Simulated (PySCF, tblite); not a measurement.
Isomers of C4H8NSi2 (doublet state). All values are computed: GFN2-xTB (tblite) harmonic vibrations without scaling, gas phase. The method is semi-empirical: single wavenumbers can be off by several per cent or more. Modes of hydrogen on silicon can be 10 to 20 % off. One conformer each. Open shells enter through the occupations alone, without spin polarisation, and single modes of such species can be off by tens of per cent.

Electronic energies: B3LYP/pcH-1 single points on the GFN2-xTB geometries (PySCF, gas phase).

| SMILES | electronic energy, lowest = 0 (kcal/mol) |
| --- | --- |
| C#C[SiH2][Si@H]([NH])C=C | 27.6 |
| C#C[SiH2][Si](N)C=C | 0.0 |
| C#C[SiH][Si@H](N)C=C | 1.1 |
| [H]/[C]=C\[Si@H](N)[SiH2]C#C | 25.1 |

Question: How do GFN2-xTB zero-point energies change the relative energies?

Answer: 
```tsv
SMILES	ZPE (kcal/mol)	of it from modes above 1550 cm⁻¹	electronic (kcal/mol)	with ZPE, lowest = 0 (kcal/mol)	lowest mode (cm⁻¹)	rings
C#C[SiH2][Si](N)C=C	63.5	39.4	0.0	0.0	24	0
C#C[SiH][Si@H](N)C=C	63.5	39.4	1.1	1.1	18	0
[H]/[C]=C\[Si@H](N)[SiH2]C#C	60.4	38.5	25.1	22.1	11i	0
C#C[SiH2][Si@H]([NH])C=C	61.1	37.9	27.6	25.2	25	0
```

The zero-point energies span 3.1 kcal/mol, from `[H]/[C]=C\[Si@H](N)[SiH2]C#C` to `C#C[SiH][Si@H](N)C=C`. Slightly imaginary modes are left out of the zero-point energy: `[H]/[C]=C\[Si@H](N)[SiH2]C#C` 10.9i cm⁻¹. The order is unchanged.

Question: And how do the electronic energies of GFN2-xTB itself compare?

Answer: `C#C[SiH2][Si](N)C=C` 0.0; `C#C[SiH][Si@H](N)C=C` 1.3; `[H]/[C]=C\[Si@H](N)[SiH2]C#C` 26.3; `C#C[SiH2][Si@H]([NH])C=C` 7.9 kcal/mol, lowest = 0. Against the energies above, taken from the same isomer `C#C[SiH2][Si](N)C=C`, the largest difference is 19.7 kcal/mol.
